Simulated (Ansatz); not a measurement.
Isolated molecules relaxed with PBE0-D4/def2-TZVP in Ansatz; ΔE leaves out vibrations. CCSD(T)/CBS is the MP2 limit (def2-TZVPP, def2-QZVPP) plus CCSD(T) − MP2 in def2-TZVPP, frozen cores. Functionals use def2-TZVPP. For Br, Ge outer-core shells are correlated without core-valence functions, which leaves a few kJ/mol of doubt a bond. Scalar relativity is left out up to krypton. Each species was taken in one conformer, which may not be the lowest.

Reaction (redistribution): `[F][Al]([Br])[Br]` + `[NH2][Ge]([Cl])([Cl])[Cl]` → `[NH2][Al]([Br])[Br]` + `[F][Ge]([Cl])([Cl])[Cl]`

`[F][Al]([Br])[Br]`:

```xyz
4

F     1.764    0.024    0.009
Al    0.130    0.002    0.000
Br   -0.975    1.775    0.759
Br   -0.918   -1.801   -0.769
```

`[NH2][Ge]([Cl])([Cl])[Cl]`:

Z-matrix (Å, degrees):
```
Ge
Cl 1 2.123
Cl 1 2.123 2 110.8
N 1 1.803 2 108.1 3 118.3
Cl 1 2.140 2 107.2 3 -116.6
H 4 1.011 1 114.1 2 55.8
H 4 1.011 1 114.1 2 -176.5
```

`[NH2][Al]([Br])[Br]`:

Z-matrix (Å, degrees):
```
N
Al 1 1.748
H 1 1.007 2 124.4
H 1 1.007 2 124.3 3 180.0
Br 2 2.241 1 119.8 3 0.0
Br 2 2.241 1 119.8 3 -180.0
```

`[F][Ge]([Cl])([Cl])[Cl]`:

```xyz
5

F     1.687    0.095    0.465
Ge    0.040    0.002    0.011
Cl   -1.026    1.390    1.184
Cl   -0.087    0.478   -2.037
Cl   -0.614   -1.966    0.378
```

```tsv
level	ΔE (kcal/mol)
revPBE-D4	10.1
B97M-V	9.0
r2SCAN0-D4	10.1
HF/def2-SVP	10.7
CCSD/def2-SVP	10.3
MP2/def2-TZVPP	11.4
CCSD/def2-TZVPP	10.7
CCSD(T)/def2-TZVPP	10.7
```

Question: What does CCSD(T)/CBS give? (An estimate is asked.)

Answer: Ansatz gave: +11.7 kcal/mol. The listed levels differ from it by -1.6, -2.7, -1.6, -1.0, -1.4, -0.3, -1.0, -1.0 kcal/mol.

Largest T1 diagnostic among the species: 0.010.

Leaving LDA and LC-ωPBE aside and taking each functional with its dispersion term where it has one, the values, not all of them listed here, spread over 1.6 kcal/mol, from B97M-V to PBE-QIDH. At CCSD(T), def2-SVP lies −1.5 kcal/mol from the extrapolated value and def2-TZVPP −1.0 kcal/mol. In def2-TZVPP, CCSD(T) changes the Hartree–Fock value by +1.0 kcal/mol (the triples alone add −0.0 kcal/mol) and MP2 by +1.7 kcal/mol.
